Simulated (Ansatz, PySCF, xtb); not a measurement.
Dimer: H2S (SMILES S) (first 3 atoms) with CH3Cl (SMILES CCl); geometry from B3LYP-D3(BJ)/def2-TZVP.
(charge 0, multiplicity 1):
```xyz
8

S     -1.993    -0.387    -0.438
H     -1.264     0.644    -0.893
H     -0.909    -1.013     0.055
C     -0.393    -0.154     3.090
Cl     0.768    -1.186     2.183
H     -0.788    -0.738     3.916
H      0.144     0.715     3.455
H     -1.186     0.136     2.406
```

Interaction energies are E(AB) − E(A) − E(B) at the monomers' geometry in the complex; basis-set methods are counterpoise corrected.

Frozen-core correlation.

Run with Ansatz (Gaussian basis) for Hartree–Fock, density functionals and correlated methods; PySCF for the dispersion terms; xtb for the GFN methods. 

What is the computed interaction energy (GFN-FF)?

-2.0 kcal/mol

Ansatz is an electronic-structure program.
